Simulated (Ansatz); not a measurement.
SiBrF2, SMILES Br[Si](F)F, multiplicity 2.

Coordinates come from a PBE0-D3(BJ)/def2-SVP optimisation.

Two levels are set side by side: PBE/def2-SVPD (Ansatz, a program for electronic structure) and CAM-B3LYP/def2-SVPD (Ansatz). Energy differences of separate SCF runs at the same geometry; the states with an electron removed or added have multiplicity 1 and 1. Differences are taken from unrounded values.

| quantity | CAM-B3LYP |
|---|---|
| vertical ionisation energy (eV) | 10.13 |
| vertical electron affinity (eV) | 2.02 |

Task: What does PBE give, and how far is it from CAM-B3LYP? (Estimate from the structure and the level; the computed values follow.)

Result: 
```json
[
 {"quantity": "vertical ionisation energy (eV)", "PBE": "9.73", "PBE minus CAM-B3LYP": "-0.40"},
 {"quantity": "vertical electron affinity (eV)", "PBE": "1.89", "PBE minus CAM-B3LYP": "-0.13"}
]
```
